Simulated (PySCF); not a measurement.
Compound: C7H13 (doublet state).
Z-matrix (Å and degrees, GFN2-xTB geometry), rows numbered from 1:
```
C 
C   1  1.4899
C   2  1.3820  1  124.91
C   3  1.5059  2  118.46  1  -179.73
C   3  1.3820  2  122.92  1     0.19
C   5  1.4893  3  123.96  2  -179.75
C   6  1.5240  5  112.60  3   179.81
H   1  1.0920  2  111.15  3   -59.63
H   1  1.0921  2  111.11  3    59.64
H   1  1.0869  2  110.65  3  -180.00
H   2  1.0794  1  116.70  3  -179.79
H   4  1.0892  3  110.47  2   121.00
H   4  1.0866  3  110.99  2     0.53
H   4  1.0891  3  110.51  2  -119.89
H   5  1.0778  3  119.31  2     0.24
H   6  1.0975  5  109.73  3    57.88
H   6  1.0974  5  109.70  3   -58.24
H   7  1.0881  6  110.52  5    60.15
H   7  1.0881  6  110.54  5   -59.88
H   7  1.0882  6  110.61  5  -179.83
```

The hyperfine couplings belong to this conformer and change with its torsions.

The species is `[CH](/C(=C\C)C)CC` [radical].

The calculation used UKS B3LYP, pcH-1 on C H, non-relativistic, mean-field spin-orbit, GIAO in PySCF. One conformer (not necessarily the lowest) at the GFN2-xTB geometry, without solvent, vibrations or thermal averaging. Couplings are sensitive to structure, and on GFN2-xTB geometries they can be far from those on DFT ones.

**Question.** What are Nα, Nβ and the exact ⟨S²⟩?

**Answer.** Nα = 28, Nβ = 27 (55 in all), and S(S+1) = 0.75 for S = 1/2.

Mulliken spin populations, one withheld:

```tsv
atom	bound to	population
C1	C2, H8, H9, H10	-0.0550
C2	C1, C3, H11	?
C3	C2, C4, C5	-0.2622
C4	C3, H12, H13, H14	+0.0158
C5	C3, C6, H15	+0.6526
C6	C5, C7, H16, H17	-0.0534
C7	C6, H18, H19, H20	+0.0021
H8	C1	+0.0296
H9	C1	+0.0299
H10	C1	+0.0009
H11	C2	-0.0299
H12	C4	-0.0064
H13	C4	-0.0012
H14	C4	-0.0065
H15	C5	-0.0289
H16	C6	+0.0287
H17	C6	+0.0288
H18	C7	+0.0011
H19	C7	+0.0012
H20	C7	-0.0009
```

**Question.** What does C2 hold?

**Answer.** 1 − (0.3463) gives +0.653, since all populations sum to 2S.

**Question.** How is the spin shared among the elements?

**Answer.** Carbon +0.95, hydrogen +0.05. The positive populations sum to 1.44, the negative ones to -0.44.

**Question.** With ⟨S²⟩ = 0.7761, find the sum of squared α–β overlaps and estimate the admixture of higher spin.

**Answer.** Σ|⟨iα|jβ⟩|² over occupied orbitals = Nβ − [⟨S²⟩ − S(S+1)] = 27 − 0.0261 = 26.9739. If the quartet state (S + 1) were the only admixture, its weight would be 0.0261/(2S + 2) = 0.87 %.

**Question.** What Fermi-contact NMR shifts do the couplings of C1, C2, C3, C4, C5, C6, C7 imply at 250 K (Curie law, g = gₑ)?

**Answer.** δ = a_FC·h·gₑ μB S(S+1)/(3 g_N μN kT), with k/h = 20836.6 MHz/K:

```tsv
nuclei	isotope	a_FC (MHz)	g_N	contact shift (ppm)
C1	13C	-21.49	1.4048	-2699
C2	13C	55.64	1.4048	+6988
C3	13C	-47.00	1.4048	-5903
C4	13C	5.31	1.4048	+667
C5	13C	54.09	1.4048	+6794
C6	13C	-21.54	1.4048	-2705
C7	13C	0.62	1.4048	+78
```

The sign follows the spin density at the nucleus: positive density means a positive shift.

The spin density at the nucleus, in bohr⁻³, is negative for C3 (-0.0418), C6 (-0.0192) and C1 (-0.0191), for instance. A restricted open-shell determinant has no negative spin density anywhere; here it arises because α and β orbitals differ (spin polarisation).

The run took 78 s (with the writing of density and orbital grids) on an Arm Neoverse V1 with one thread, shared host, and the process peaked at 0.97 GiB of memory.
